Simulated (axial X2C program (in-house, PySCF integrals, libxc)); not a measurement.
**Curves of FYF from open-shell CI on d0 s1 p(π)0**

Computed with an in-house all-electron X2C program for linear molecules (integrals from PySCF): two-component X2C with atomic mean-field Coulomb and Gaunt terms, basis F dyall-av3z, Y dyall-v3z (cores contracted in-house). Orbitals come from Hartree–Fock averaged over the configuration Y d0 s1 p(π)0; CI then distributes these electrons over the d, s, p(π) shells of Y.

Scan along the symmetric stretch (R is each bond); masses F 18.998 u, Y 88.906 u, F 18.998 u. Energies in cm⁻¹ from the lowest point; levels are followed by energy order within each Ω. Lowest level at 2.022 Å: 100% s1.

| R (Å) | (1)Ω=1/2 | (1)Ω=3/2 | (1)Ω=5/2 |
| --- | --- | --- | --- |
| 1.880 | 4292 | 14682 | 14910 |
| 1.951 | 915 | 10257 | 10503 |
| 2.022 | 0 | 8321 | 8585 |
| 2.103 | 1085 | 8299 | 8580 |
| 2.184 | 3725 | 9907 | 10206 |
| 2.275 | 7886 | 13011 | 13325 |
| 2.386 | 13956 | 17942 | 18274 |

(1) Fit the curves (1)Ω=1/2, (1)Ω=3/2, (1)Ω=5/2 near their minima.

There is no dynamic correlation: spin–orbit spacings and, for f shells, spacings inside one term are the most reliable numbers, splittings between terms come out too wide, and energies between configurations are not reliable, so the lowest level need not be the ground state of the molecule. For d shells the ligand-field splittings (σ, π, δ) and their order can be off by a thousand cm⁻¹ or more. At most 6 roots were kept for each Ω > 0 (twice that for Ω = 0) within 3.2 eV of the lowest, so higher up levels can be missing between those listed; levels with Ω > 0 are doubly degenerate and listed once, Ω = 0 levels singly. Some active spinors are only partly of the character that their shell is named for, so the shell names and counts are nominal. States that fill the shells left empty in the average are placed too high. The molecule was held linear; bending was not examined.

Answers

(1) From the open-shell CI curves, Te from the lowest:

```json
{"level": "(1)Ω=1/2", "Te (cm⁻¹)": "0", "Re (Å)": "2.019", "ωe (cm⁻¹)": "559.5"}
{"level": "(1)Ω=3/2", "Te (cm⁻¹)": "8067", "Re (Å)": "2.062", "ωe (cm⁻¹)": "513.8"}
{"level": "(1)Ω=5/2", "Te (cm⁻¹)": "8340", "Re (Å)": "2.061", "ωe (cm⁻¹)": "514.5"}
```

Without dynamic correlation distances can be off by several hundredths of an Å (long for ionic bonds, short for multiple bonds) and the wavenumbers are rough.
